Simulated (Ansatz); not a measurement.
Start from `BNB(C)N` and change one atom or group to get `CB(N)F`.

Ansatz, PBE0-D4/def2-TZVP geometries, multiplicity 1. Each molecule was computed in one conformer, which needn't be the lowest.

```json
{"property": "ideal-gas entropy at 298 K and 1 bar (rigid rotor, harmonic PBE0-D4/def2-TZVP) / J/(mol·K)", "`BNB(C)N`": "333"}
{"property": "size of the dipole moment (PBE/def2-TZVPP) / D", "`BNB(C)N`": "1.49"}
{"property": "LUMO energy (ωB97M-V/def2-TZVPP) / eV", "`BNB(C)N`": "1.55"}
{"property": "LUMO energy (B3LYP/def2-TZVPP) / eV", "`BNB(C)N`": "-0.55"}
{"property": "LUMO energy (PBE/def2-TZVPP) / eV", "`BNB(C)N`": "-1.30"}
{"property": "zero-point energy (PBE0-D4/def2-TZVP) / kJ/mol", "`BNB(C)N`": "283.0"}
```

(1) Give the same properties after the change, and the shifts. (Estimate.)

Results:

(1) Ansatz gave: 
```csv
property,`CB(N)F`,shift
"ideal-gas entropy at 298 K and 1 bar (rigid rotor, harmonic PBE0-D4/def2-TZVP) / J/(mol·K)",296,-37
size of the dipole moment (PBE/def2-TZVPP) / D,2.15,0.66
LUMO energy (ωB97M-V/def2-TZVPP) / eV,2.02,0.47
LUMO energy (B3LYP/def2-TZVPP) / eV,0.43,0.98
LUMO energy (PBE/def2-TZVPP) / eV,0.03,1.33
zero-point energy (PBE0-D4/def2-TZVP) / kJ/mol,186.2,-96.8
```

With PBE0 the HOMO falls by 0.61 eV and the LUMO rises by 1.12 eV, so the gap widens by about 1.73 eV. PBE moves the HOMO by -0.46 eV and ωB97M-V by -0.66 eV. The zero-point energy changes by -96.8 kJ/mol with -12 modes. Dipoles are sizes alone; their direction can turn.

B3LYP here is the variant with VWN-RPA as its local correlation; programs differ in this.
